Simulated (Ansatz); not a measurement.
Gas-phase electronic energies from Ansatz, PBE0-D4/def2-TZVP geometries. CCSD(T)/CBS is the MP2 limit (def2-TZVPP, def2-QZVPP) plus CCSD(T) − MP2 in def2-TZVPP, frozen cores. DFT in def2-TZVPP. B3LYP here is the variant with VWN-RPA as its local correlation; programs differ in this. For Ge outer-core shells are correlated without core-valence functions, which leaves a few kJ/mol of doubt a bond. Scalar relativity is left out up to krypton. One conformer a species, not always the lowest.

Consider the ligand exchange at the Si–S bond: `N[SiH2]S[SiH2]F` + `[OH][GeH3]` → `F[SiH2][O][GeH3]` + `N[SiH2]S`.

`N[SiH2]S[SiH2]F`:

Cartesian coordinates in Å:
```
N -1.855 -0.852 -0.366
Si -0.292 -1.288 0.164
S 0.686 0.053 1.554
Si 1.315 1.501 0.159
F 2.706 1.104 -0.520
H -2.625 -0.825 0.283
H -1.964 -0.157 -1.087
H -0.383 -2.552 0.928
H 0.563 -1.396 -1.040
H 0.332 1.630 -0.946
H 1.516 2.781 0.871
```

`[OH][GeH3]`:

Z-matrix (Å, degrees):
```
Ge
O 1 1.783
H 1 1.531 2 104.3
H 1 1.541 2 109.9 3 119.6
H 1 1.541 2 109.9 3 -119.6
H 2 0.959 1 112.7 3 180.0
```

`F[SiH2][O][GeH3]`:

Cartesian coordinates in Å:
```
F 0.380 2.100 1.069
Si -0.689 1.385 0.121
O -0.592 -0.219 0.276
Ge 0.603 -1.482 -0.116
H -2.032 1.819 0.557
H -0.363 1.813 -1.261
H 1.436 -0.995 -1.313
H -0.217 -2.729 -0.461
H 1.475 -1.693 1.128
```

`N[SiH2]S`:

```xyz
8

N     0.969    1.003   -0.319
Si   -0.427    0.129    0.122
S     0.016   -1.949    0.458
H     1.471    1.540    0.368
H     1.560    0.717   -1.082
H    -1.466    0.153   -0.938
H    -0.936    0.784    1.353
H    -1.186   -2.377    0.038
```

| level | ΔE (kJ/mol) | difference from CCSD(T)/CBS |
| --- | --- | --- |
| r2SCAN-D4 | -48.9 | 6.1 |
| PBE0-D4 | -42.8 | 12.2 |
| B3LYP-D4 | -55.6 | -0.6 |
| ωB97X-V | -54.7 | 0.3 |
| ωB97M-V | -53.7 | 1.3 |
| PBE | -39.5 | 15.5 |
| B3LYP | -60.7 | -5.7 |
| MP2/def2-TZVPP | -54.4 | 0.6 |
| SCS-MP2/def2-TZVPP | -61.2 | -6.2 |
| CCSD/def2-TZVPP | -63.0 | -8.0 |
| CCSD(T)/def2-TZVPP | -58.3 | -3.3 |
| HF/def2-QZVPP | -82.6 | -27.6 |
| MP2/def2-QZVPP | -53.2 | 1.8 |
| SCS-MP2/def2-QZVPP | -59.9 | -4.9 |
| MP2/CBS(def2) | -51.1 | 3.9 |
| CCSD/CBS(def2) | -59.7 | -4.7 |
| CCSD(T)/CBS | -55.0 | 0 |

Largest T1 diagnostic among the species: 0.012.

From PBE to PBE0 (25 % exact exchange), in def2-TZVPP and without D4, ΔE moves by −6.2 kJ/mol. The D4 term adds +5.1 kJ/mol with B3LYP and +2.8 kJ/mol with PBE0; it sums over pairs of atoms, weighted by their polarisabilities, and B3LYP, whose exchange is more repulsive, gets the larger term. In def2-TZVPP, CCSD(T) changes the Hartree–Fock value by +22.4 kJ/mol (the triples alone add +4.7 kJ/mol) and MP2 by +26.3 kJ/mol.
